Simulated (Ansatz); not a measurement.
Reaction (hydrogenolysis of a B–B bond): `BB(N)O` + H₂ → `NBO` + BH₃

Isolated molecules relaxed with PBE0-D4/def2-TZVP in Ansatz; ΔE leaves out vibrations. CBS: MP2 limit from def2 TZ/QZ plus the TZ coupled-cluster correction, frozen cores. This one scheme is used for every species. Functionals use def2-TZVPP. One conformer a species, not always the lowest.

CCSD(T)/CBS gives -49.1 kJ/mol.

Task: Another level gave -43.8 kJ/mol. Which?
A. HF/def2-TZVPP
B. LC-ωPBE/def2-TZVPP
C. r2SCAN-D4/def2-TZVPP
D. CAM-B3LYP/def2-TZVPP

Result: C. r2SCAN-D4 -43.8, CAM-B3LYP -57.2, LC-ωPBE -51.0, HF/def2-TZVPP -77.9 kJ/mol.

Largest T1 diagnostic among the species: 0.013.

From PBE to PBE0 (25 % exact exchange), in def2-TZVPP and without D4, ΔE moves by −7.8 kJ/mol. The D4 term adds +5.9 kJ/mol with B3LYP and +3.2 kJ/mol with PBE0; it sums over pairs of atoms, weighted by their polarisabilities, and B3LYP, whose exchange is more repulsive, gets the larger term.

B3LYP here is the variant with VWN-RPA as its local correlation; programs differ in this.
